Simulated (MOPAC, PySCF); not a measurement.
Energy landscape of Cl₂Sn, singlet: symmetric bend, bond length relaxed. Scanned: Cl-Sn-Cl angle. Other coordinates (Sn-Cl bond length) were minimised at PBE0/def2-TZVP. Each profile is relative to its own lowest point.

```json
[
 {"a / °": "180", "A": "63.3", "B": "59.0", "C": "38.2"},
 {"a / °": "170", "A": "60.8", "B": "55.8", "C": "36.6"},
 {"a / °": "160", "A": "53.9", "B": "47.6", "C": "32.2"},
 {"a / °": "150", "A": "43.8", "B": "37.1", "C": "25.9"},
 {"a / °": "140", "A": "32.2", "B": "26.3", "C": "18.7"},
 {"a / °": "130", "A": "20.7", "B": "16.4", "C": "11.7"},
 {"a / °": "120", "A": "10.8", "B": "8.3", "C": "5.7"},
 {"a / °": "110", "A": "3.5", "B": "2.6", "C": "1.4"},
 {"a / °": "100", "A": "0.0", "B": "0.0", "C": "0.0"},
 {"a / °": "90", "A": "2.0", "B": "1.2", "C": "2.4"},
 {"a / °": "80", "A": "12.6", "B": "6.4", "C": "10.3"}
]
```

Energies in mEh.

Question: Assign the columns to these levels of theory: PM6, restricted, heats of formation run with MOPAC; RHF/def2-TZVP, def2 effective core potentials past Kr (PySCF); restricted B3LYP/3-21G (PySCF 2.14.0).

Answer: A is RHF; B is PM6; C is RKS-B3LYP/3-21G.
